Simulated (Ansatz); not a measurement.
Two structures of SiNH$_{5}$ClF, singlet, reached by relaxing down either side of one saddle point (PBE0-D4/def2-TZVP). Energies are electronic, without zero-point energy. Program: Ansatz 0.2.0. Basis: def2-TZVPP and def2-QZVPP. Cores are frozen in the correlated methods. Extrapolation: Hartree–Fock as exp(−7.88 √X), correlation as X^−2.97. First:

Si1  (-0.773, -0.662, -0.482)
N2  (0.804, -0.056, -0.073)
H3  (-0.769, -1.658, -1.579)
H4  (-1.349, -1.233, 0.753)
Cl5  (-1.883, 0.922, -1.133)
H6  (0.645, 1.198, 1.107)
F7  (0.591, 1.836, 1.809)
H8  (1.334, 0.356, -0.831)
H9  (1.399, -0.703, 0.430)
(Å)

Second:

```
9
angstrom
Si -0.9850 0.0837 -0.1802
N 1.2811 -0.1752 0.2238
H -0.5525 -0.4269 -1.4944
H -1.0396 -0.8192 0.9846
Cl -3.0360 0.3353 -0.5433
H 1.5034 0.1430 1.1605
F -0.5803 1.6037 0.1398
H 1.8149 0.3911 -0.4261
H 1.5939 -1.1355 0.1351
```

(1) Which bonds change from the first to the second?

(2) Give the saddle point's structure and its height above each. (An estimate is asked for; the value comes from the calculation.)

T1 diagnostic: at most 0.011.

## Answers

(1) SiNH₄Cl ([NH2][SiH2][Cl]) + HF → SiH₂ClF ([F][SiH2][Cl]) + NH₃; bonds formed: Si1–F7, N2–H6; bonds broken: Si1–N2, H6–F7.

(2) Computed: 0.862 eV above the first and 1.617 eV above the second (CCSD(T) at an estimated basis limit (MP2 extrapolated from triple and quadruple zeta, plus CCSD(T) − MP2 in triple zeta)).
Si1  (-0.746, -0.336, -0.127)
N2  (1.064, 0.013, -0.071)
H3  (-0.766, -1.407, -1.170)
H4  (-1.289, -0.983, 1.078)
Cl5  (-1.788, 1.123, -1.115)
H6  (0.734, 0.799, 0.773)
F7  (-0.288, 1.162, 1.328)
H8  (1.440, 0.390, -0.933)
H9  (1.639, -0.762, 0.236)
(Å)

Steps of this kind, hydrogen fluoride cutting a network bond, underlie vapour etching and the fluorination step of atomic layer etching.

Labels in which every atom is bracketed show which atoms are joined, not bond orders.

For scale, one of the runs: CCSD(T)/def2-TZVPP, 216 basis functions, launched by `ansatz run in.yaml --threads 4 --pin off --events-out ev --progress --plain --max-ram 9574MiB`. Hardware: 4 CPU threads of an Arm Neoverse V1, shared host. Wall time 72 s; peak host memory 3.1 GiB.
